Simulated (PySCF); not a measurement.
PySCF input for Ge(H)2(F)(Et) (C2H7FGe), SMILES [CH2](C)[GeH2][F], PBE/pcSseg-1. Geometry: B3LYP-D3(BJ)/def2-SVP. The values are those of a single conformer.

```python
import numpy as np
from pyscf import gto, scf, dft
from pyscf.prop.nmr import rks as nmr

mol = gto.M(
    atom='''
    Ge    0.53798450    0.39954926   -0.17219880
    F     1.20381774   -0.85677502    0.86361105
    C    -1.23460900   -0.23356884   -0.70945421
    C    -2.13091093   -0.56237808    0.48839406
    H     0.47987954    1.67026795    0.70256334
    H     1.52466800    0.55254580   -1.34826426
    H    -1.68683093    0.54280969   -1.35082899
    H    -1.08370301   -1.11991939   -1.34775648
    H    -1.66688541   -1.32788471    1.12949855
    H    -2.31105219    0.32678998    1.11459073
    H    -3.11281981   -0.94352870    0.16442007
    ''',
    basis='pcSseg-1',
    charge=0,
    spin=0,
    max_memory=1600,
    verbose=3,
)
mf = dft.RKS(mol, xc='pbe')
mf.grids.level = 3
mf.conv_tol = 1e-10
mf.max_cycle = 100
mf.kernel()
n = nmr.NMR(mf)
n.verbose = 2
n.max_cycle_cphf = 60
sigma = n.kernel()
print('atom   isotropic/ppm   span/ppm')
for i, s in enumerate(sigma):
    w = np.linalg.eigvalsh((s + s.T) / 2)
    print(f'{mol.atom_symbol(i):2s}{i + 1:3d} {w.mean():14.3f} {w[2] - w[0]:11.3f}')
```

Output:

```
converged SCF energy = -2256.54872237881
atom   isotropic/ppm   span/ppm
Ge  1       1214.239     372.086
F   2        413.099      71.772
C   3        163.194      21.104
C   4        169.768      22.978
H   5         25.617      16.009
H   6         25.441      16.693
H   7         30.400      11.261
H   8         29.726      10.414
H   9         29.686      10.675
H  10         30.103      10.470
H  11         29.775      12.324
```

The calculation finished and met its thresholds.
